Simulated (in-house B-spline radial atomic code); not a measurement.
What moves the levels of Ti ([Ar] 3d2 4s2)? Method: Dirac-Hartree-Fock, average of the jj configuration, Fermi nucleus of rms radius 3.6115 fm. Calculated with a radial B-spline atomic code at the basis-set limit.

Baseline run (computed): total energy -852.8257 hartree, 1s1/2 at -184.4802 hartree, 4s1/2 at -6.0801 eV with <r> = 3.743 bohr.

Changing the nucleus:

| nucleus | ΔE (eV) |
| --- | --- |
| Fermi nucleus of rms radius 3.5939 fm, A = 45 | -0.000478 |
| Fermi nucleus of rms radius 3.607 fm, A = 46 | -0.000123 |
| Fermi nucleus of rms radius 3.5962 fm, A = 47 | -0.000416 |
| Fermi nucleus of rms radius 3.5921 fm, A = 48 | -0.000527 |
| Fermi nucleus of rms radius 3.5733 fm, A = 49 | -0.00104 |
| Fermi nucleus of rms radius 3.5704 fm, A = 50 | -0.00111 |

A larger nucleus binds the electrons less, roughly as the density at the nucleus times the change of the nuclear <r²>. The reference is A = 44.
